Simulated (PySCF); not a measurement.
(SiH3)3P, H9PSi3.
Atom-mapped SMILES: `[SiH3:1][P:2]([SiH3:3])[SiH3:4]` (hydrogens: H5, H6, H7 on Si1; H8, H9, H10 on Si3; H11, H12, H13 on Si4)

Structure optimised with GFN2-xTB, isolated species.

**Question.** What internal coordinates does the optimisation give?

**Answer.** 
| bond | length (Å) |
| --- | --- |
| Si1–P2, P2–Si3, P2–Si4 | 2.223 |
| Si1–H5 and 8 like bonds | 1.463 |

Bonds in one row agree within 0.01 Å and their mean is given. A selection of angles:
| angle | degrees |
| --- | --- |
| P2–Si1–H5 | 106.8 |
| P2–Si1–H6 | 112.7 |
| H5–Si1–H6 | 109.6 |
| H5–Si1–H7 | 111.4 |
| Si1–P2–Si3 | 102.2 |

P2 (three-coordinate phosphorus) is pyramidal (angles 102.2°, 102.2° and 102.2°, sum 306.7°, 0.97 Å off the plane of its three neighbours). Si1 (SiH3 silicon) is tetrahedral (angles from 106.7° to 112.7°). All 3 P–Si bonds measure 2.222 to 2.223 Å.

Point group: C3v (every atom within 0.08 Å of its image). GFN2-xTB frequencies: not computed here.
